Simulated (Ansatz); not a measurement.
`[OH][Hf]12345678([OH])([C@H]9[C@@H]1[C@@H]2[C@@H]3[C@H]94)[C@H]1[C@@H]5[C@@H]6[C@@H]7[C@H]18` + HCl → `[OH][Hf]12345678([Cl])([C@H]9[C@@H]1[C@@H]2[C@@H]3[C@H]94)[C@H]1[C@@H]5[C@@H]6[C@@H]7[C@H]18` + H₂O  (ligand exchange at the Hf–O bond)

Isolated molecules relaxed with PBE0-D4/def2-TZVP in Ansatz; ΔE leaves out vibrations. CBS: MP2 limit from def2 TZ/QZ plus the TZ coupled-cluster correction, frozen cores. This one scheme is used for every species. DFT in def2-TZVPP. HSE06 is defined as in plane-wave codes. def2 core potentials past Kr. For Hf outer-core shells are correlated without core-valence functions, which leaves a few kJ/mol of doubt a bond. Each species was taken in one conformer, which may not be the lowest.

| level | ΔE (kJ/mol) | difference from CCSD(T)/CBS |
| --- | --- | --- |
| LDA (SPW92) | -53.5 | 9.8 |
| BLYP-D4 | -49.4 | 13.9 |
| r2SCAN-D4 | -56.9 | 6.4 |
| HSE06-D4 | -64.6 | -1.3 |
| ωB97X-V | -57.0 | 6.3 |
| revPBE | -52.5 | 10.8 |
| BLYP | -42.9 | 20.4 |
| PBE0 | -61.1 | 2.2 |
| r2SCANh | -58.6 | 4.7 |
| CAM-B3LYP | -48.0 | 15.3 |
| RPA@PBE/def2-TZVPP | -54.8 | 8.5 |
| MP2/def2-SVP | -56.2 | 7.1 |
| MP2/def2-TZVPP | -69.8 | -6.5 |
| MP2/def2-QZVPP | -71.8 | -8.5 |
| HF/CBS(def2) | -63.0 | 0.3 |
| CCSD/CBS(def2) | -62.0 | 1.3 |
| CCSD(T)/CBS | -63.3 | 0 |

Largest T1 diagnostic among the species: 0.012.

From BLYP to BHLYP (50 % exact exchange), in def2-TZVPP and without D4, ΔE moves by −13.8 kJ/mol. Leaving LDA and LC-ωPBE aside and taking each functional with its dispersion term where it has one, the values, not all of them listed here, spread over 18.9 kJ/mol, from PBE-QIDH to BLYP-D4.

CCSD(T)/CBS has its own doubt, a few kJ/mol and more with outer-core shells, so smaller differences from it don't rank the levels.
